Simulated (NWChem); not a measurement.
Molecule: BeNH$_{3}$S; SMILES [NH2][Be][SH]

```xyz
6

Be     0.0289    -0.5955     0.0000
N      0.0178    -2.0918     0.0000
H      0.0153    -2.6803    -0.8267
H      0.0153    -2.6803     0.8267
S      0.0634     1.3109     0.0000
H     -1.2859     1.4108     0.0000
```
Atoms are numbered in this order, from 1.

The geometry was optimised at PBE0/def2-SVP. B3LYP is NWChem's, with the RPA form of VWN correlation.

Symmetry labels are those of Cs in the frame above (b1 and b2, or b-type labels, depend on it).

Question: List the 4 lowest vertical singlet excitations from B3LYP/def2-SVPD, TDA (NWChem).

Answer: 
```csv
state,energy (eV),oscillator strength,symmetry,leading excitation (squared amplitude)
S1,5.74,0.054,a",HOMO → LUMO (0.90)
S2,5.86,0.064,a',HOMO−1 → LUMO (0.97)
S3,6.21,0.001,a",HOMO−1 → LUMO+2 (0.87)
S4,6.22,0.005,a",HOMO → LUMO+1 (0.64)
```
